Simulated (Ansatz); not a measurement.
Spin states of I2Zr (SMILES [I][Zr][I]), each relaxed at B3LYP-D3(BJ)/def2-TZVP; lowest solutions found, singlets restricted, no spin–orbit coupling, no relativity up to Kr.
Multiplicity 3 (charge 0, multiplicity 3):
```xyz
3

Zr     0.346     0.127     0.061
I     -0.428     2.016    -1.758
I      0.049    -2.095     1.627
```
Multiplicity 1 (charge 0, multiplicity 1):
```xyz
3

Zr     0.536     0.186     0.106
I     -0.512     1.877    -1.691
I     -0.057    -2.016     1.515
```

Run with Ansatz (an electronic-structure program) with Gaussian orbitals.  In def2 rows elements past Kr take small-core potentials, without spin–orbit coupling.

The energy of multiplicity 1 less that of multiplicity 3 (kcal/mol) and the share of exact exchange:

| functional | exact exchange (%) | value |
|---|---|---|
| PBE/def2-TZVPP | 0 | 13.91 |
| PBE0/def2-TZVPP | 25 | 17.98 |
| BLYP/def2-TZVPP | 0 | 11.51 |
| B3LYP/def2-TZVPP | 20 | 14.27 |
| BHLYP/def2-TZVPP | 50 | 18.60 |
| r2SCAN/def2-TZVPP | 0 | 24.12 |
| r2SCANh/def2-TZVPP | 10 | 24.42 |

Task: Take the value as linear in the share of exact exchange along PBE and PBE0. Give the slope, say whether the sign turns, and set the other functionals against that line.

Result: 
Slope: (17.98 − (13.91))/2.5 = 1.63 kcal/mol for each 10 %. The line keeps its sign from 0 to 100 %. At 50 % it gives 22.0 kcal/mol. The LYP pair gives (18.60 − (11.51))/5 = 1.42 for each 10 %. BHLYP, at 50 %, lies -3.4 from the PBE line. B3LYP, at 20 %, lies -2.9 from the PBE line. r2SCAN, with none, stands 10.2 from PBE. The r2SCAN pair gives 0.31 for 10 %.
